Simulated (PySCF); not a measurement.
Vertical excitation energies

C8H8O.
Bonds: C1–O2, O2–C3, C3–C4 (aromatic), C4–C5 (aromatic), C5–C6 (aromatic), C6–C7 (aromatic), C7–C8 (aromatic), C7–C9, C3–C8 (aromatic), C6–C9. Hydrogens: H10, H11, H12 on C1; H13 on C4; H14 on C5; H15 on C8; H16, H17 on C9.

Method used: TDDFT PBE0/def2-SVPD, vertical, gas phase, core orbitals frozen in the response in PySCF 2.14.0, density-fitted response routines. The structure is a single GFN2-xTB conformer in the gas phase; no vibrational or solvent corrections. Torsions of this conformer, `[CH3:1][O:2][c:3]1[cH:4][cH:5][c:6]2[c:7]([cH:8]1)[CH2:9]2`: C1–O2–C3–C4 0°.

```csv
state,E (eV),E (hartree),f,|μ| (D),symmetry,"main configurations (H = HOMO, L = LUMO)"
S1,4.91,0.1803,0.085,2.14,A′,"H→L (88%), H-1→L+1 (10%)"
S2,5.70,0.2096,0.060,1.66,A′,"H→L+1 (82%), H-1→L (15%)"
S3,5.86,0.2155,0.0037,0.41,A″,H-2→L (99%)
S4,6.00,0.2203,0.011,0.68,A″,H→L+2 (94%)
S5,6.29,0.2313,0.0012,0.22,–,H→L+3 (94%)
S6,6.42,0.2360,0.0003,0.11,–,H-2→L+1 (97%)
S7,6.63,0.2438,0.255,3.18,A′,"H-1→L (64%), H-1→L+1 (16%), H→L+1 (10%)"
S8,6.67,0.2451,0.0015,0.24,–,H→L+4 (94%)
```

Triplets (Tamm–Dancoff): T1 3.91 eV, H→L (57%), H→L+1 (29%), H-1→L (11%); T2 4.05 eV, H→L+1 (46%), H→L (40%), H-1→L (10%); T3 4.64 eV, H-1→L (74%), H→L+1 (23%).

The lowest singlet comes at 253 nm (473 kJ/mol) in the ultraviolet; it is of moderate strength; its leading configuration is HOMO→LUMO (88%). The strongest level in the table is S7 at 6.63 eV (187 nm, f = 0.255). Löwdin shares by element: HOMO carbon 49% or more, oxygen 18% (atoms not listed hold the other 33%); LUMO carbon 65% or more (atoms not listed hold the other 35%). Orbital energies (eV): HOMO-3 -8.98, HOMO-2 -7.89, HOMO-1 -7.37, HOMO -6.24, LUMO -0.35, LUMO+1 0.28, LUMO+2 0.78. The oscillator strengths of these states sum to 0.417; summed over the whole spectrum of an exact calculation they would give the number of electrons, 64 (Thomas–Reiche–Kuhn). Weighted by f, the mean energy of these states is 6.12 eV. Symmetry labels in Cs follow from the direction of the transition dipole and are given only for states with f of 0.002 or more. The window holds the lowest 8 singlets.

The run took 93 s on one thread of an Arm Neoverse N1, on a shared host.
